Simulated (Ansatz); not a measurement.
Wavefunction ladder for FGaH2O, SMILES `[OH][GaH][F]`

```xyz
5

O     1.267    0.133    0.285
Ga   -0.422   -0.146   -0.167
F    -0.577   -1.556   -1.185
H     1.407    0.899    0.847
H    -1.676    0.671    0.219
```

The species carries charge 0 and has multiplicity 1. Correlated methods include outer-core shells of Ga, which these sets cover unevenly. Scalar relativity is left out up to krypton. The structure was optimised at the PBE0-D4/def2-TZVP level. It is one conformer, not always the lowest. Frozen core, restricted reference, Ansatz.

```
     basis      HF (Eh)  MP2 corr.
  def2-SVP  -2098.38910   -0.59146
def2-TZVPP  -2098.86610   -0.72385
def2-QZVPP  -2098.91594   -1.01498
```

(1) Estimate the CCSD correlation energy and the (T) correction in each basis where they were run (hartree).

Results:

(1) 
```csv
basis,CCSD corr.,(T)
def2-SVP,-0.59107,-0.01351
def2-TZVPP,-0.72200,-0.02475
```
